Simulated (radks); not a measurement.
All-electron atom: In XXXIX in [Ne] 3s1 (the NIST ground configuration). Calculated with a radial shooting solver on a logarithmic mesh with Libxc functionals: non-relativistic Kohn-Sham, exchange-only B88, spin-polarised, spherical densities, point nucleus; open shells are filled with parallel spins first (spin-orbit coupling, left out, can overturn this in heavy ions); relativity is left out, which matters for an element this heavy. Some entries of the table are withheld. Estimate them.

| orbital | occ. | eigenvalue (eV) | <1/r> (bohr^-1) | r(max) (bohr) |
|---|---|---|---|---|
| 1s up | 1 | -29151.00 | 48.50 | 0.02055 |
| 1s down | 1 | -29148.78 | 48.50 | 0.02055 |
| 2s up | 1 | (1) | (2) | 0.1129 |
| 2s down | 1 | (3) | (4) | 0.1129 |
| 2p up | 3 | -5904.789 | (5) | 0.08826 |
| 2p down | 3 | -5902.295 | (6) | 0.08826 |
| 3s up | 1 | -2522.978 | 4.708 | 0.2988 |
| 3s down | 0 | -2503.796 | 4.715 | 0.2982 |

Answer. 
(1) 2s up eigenvalue (eV): -6131.155
(2) 2s up <1/r> (bohr^-1): 11.28
(3) 2s down eigenvalue (eV): -6128.248
(4) 2s down <1/r> (bohr^-1): 11.29
(5) 2p up <1/r> (bohr^-1): 11.25
(6) 2p down <1/r> (bohr^-1): 11.26
